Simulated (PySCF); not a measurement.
Nb(Cl)4(Me) (CH3Cl4Nb), SMILES [CH3][Nb]([Cl])([Cl])([Cl])[Cl], multiplicity 1. Coordinates come from a PBE-D3(BJ)/def2-SVP optimisation. The spin state was assumed, not searched. The structure was generated by enumeration; whether it is a known compound was not checked. The def2 effective core potentials stand for the cores of Nb; spin–orbit coupling is left out.

Computed equilibrium geometry at PBE-D3(BJ)/def2-SVP (PySCF confirms it by a frequency run) as bond lengths and angles, and its point group:
point group Cs.
Atoms: Nb1 Cl2 Cl3 Cl4 Cl5 C6 H7 H8 H9. Bonds (Å): Nb1–Cl2 2.299, Nb1–Cl3 2.332, Nb1–Cl4 2.332, Nb1–Cl5 2.290, Nb1–C6 2.157, C6–H7 1.115, C6–H8 1.106, C6–H9 1.106. Angles (°): Cl2–Nb1–Cl3 91.4, Cl2–Nb1–Cl4 91.4, Cl2–Nb1–Cl5 124.8, Cl2–Nb1–C6 117.3, Cl3–Nb1–Cl4 169.9, Cl3–Nb1–Cl5 93.2, Cl3–Nb1–C6 85.0, Cl4–Nb1–Cl5 93.2, Cl4–Nb1–C6 85.0, Cl5–Nb1–C6 117.9, Nb1–C6–H7 103.1, Nb1–C6–H8 112.2, Nb1–C6–H9 112.2, H7–C6–H8 108.8, H7–C6–H9 108.8, H8–C6–H9 111.4.
